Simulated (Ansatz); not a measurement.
The first iterations of a band of AlH$_{6}$NOSi (10 atoms, charge 0, multiplicity 1).

Level of theory: Ansatz 0.2.0, RKS B3LYP/def2-SVP.

| Property | Result |
| --- | --- |
| movable images | 7 |
| climbing image | yes |
| spring | 20.0 eV/Å² |
| optimiser | quadratic models (default) |
| start path | through a guess of the saddle point |
| force threshold | 0.05 eV/Å |
| iteration limit | 44 |
| end points | relaxed |

First end point:

```xyz
10
Properties=species:S:1:pos:R:3
Al 0.159 0.115 -0.253
O -0.079 -0.235 1.398
Si -0.272 -0.582 2.996
H -1.385 -1.561 3.189
H 0.975 -1.176 3.565
H -0.597 0.657 3.765
H 1.599 0.427 -0.803
N -1.235 0.122 -1.342
H -2.197 -0.067 -1.079
H -1.180 0.319 -2.337
```

Last end point:

```xyz
10
Properties=species:S:1:pos:R:3
Al 0.366 0.296 -1.140
O 0.961 -0.071 0.673
Si -0.455 -0.413 1.785
H -1.116 -1.757 1.789
H 0.557 -0.637 2.908
H -1.250 0.696 2.403
H 1.842 -0.127 1.073
N -1.297 -0.003 -0.045
H -1.921 0.808 0.010
H -1.898 -0.773 -0.358
```

| iteration | highest image above the first end (eV) | largest band force component (eV/Å) |
| --- | --- | --- |
| 1 | 24.874 | 91.162 |
| 2 | 7.805 | 18.834 |
| 3 | 5.312 | 11.528 |
| 4 | 3.457 | 4.496 |
| 5 | 3.208 | 1.349 |
| 6 | 3.030 | 2.732 |
| 7 | 3.192 | 0.599 |
| 8 | 3.427 | 0.554 |
| 9 | 3.490 | 1.063 |
| 10 | 3.281 | 1.096 |

Does the band converge within its limit, and where does its top end?

It converged. It ended after 32 iterations with the highest image 3.202 eV above the first end. Beside the main top the profile has a ripple of under 15 meV (maxima at images 3, 6), which may be a very shallow well or noise. Neighbouring images differ by up to 2.4 eV, so the band resolves the path poorly. Another band between the same ends (7 images) ends at a top of the same energy, where a vibrational analysis finds 1 clearly imaginary mode. The orbitals stay closed-shell, which can raise the energy where a bond breaks towards radicals; this wasn't checked here.

The run took 13 min on 2 threads of Intel(R) Xeon(R) Platinum 8259CL CPU @ 2.50GHz (Skylake/Cascade Lake) (shared host), peak memory 0.22 GiB.
